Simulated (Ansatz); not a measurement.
Consider the formal exchange of groups at a Ti–C bond: `[F][Ti]([F])([F])[c]1ccccc1` + `CCCOCC` → `CC[O][Ti]([F])([F])[F]` + `CCCc1ccccc1`.

Computed with Ansatz on PBE0-D4/def2-TZVP structures; ΔE is electronic, products minus reactants. CBS: MP2 limit from def2 TZ/QZ plus the TZ coupled-cluster correction, frozen cores. Functionals use def2-TZVPP. For Ti outer-core shells are correlated without core-valence functions, which leaves a few kJ/mol of doubt a bond. Scalar relativity is left out up to krypton. Each species was taken in one conformer, which may not be the lowest.

| level | ΔE (kcal/mol) |
| --- | --- |
| PBE0-D4 | -49.5 |
| ωB97X-V | -49.6 |
| B2PLYP | -50.9 |
| CCSD/def2-TZVPP | -49.3 |

What does CCSD(T)/CBS give? (An estimate is asked.)

Ansatz gave: -49.1 kcal/mol. The listed levels differ from it by -0.4, -0.5, -1.8, -0.2 kcal/mol.

Largest T1 diagnostic among the species: 0.022, so the coupled-cluster value is less sure than usual.

The D4 term adds −0.9 kcal/mol with B3LYP and −0.6 kcal/mol with PBE0; it sums over pairs of atoms, weighted by their polarisabilities, and B3LYP, whose exchange is more repulsive, gets the larger term. In def2-TZVPP, CCSD(T) changes the Hartree–Fock value by −1.6 kcal/mol (the triples alone add −0.8 kcal/mol) and MP2 by −4.3 kcal/mol.

CCSD(T)/CBS has its own doubt, a few kJ/mol and more with outer-core shells, so smaller differences from it don't rank the levels.

B3LYP here is the variant with VWN-RPA as its local correlation; programs differ in this.
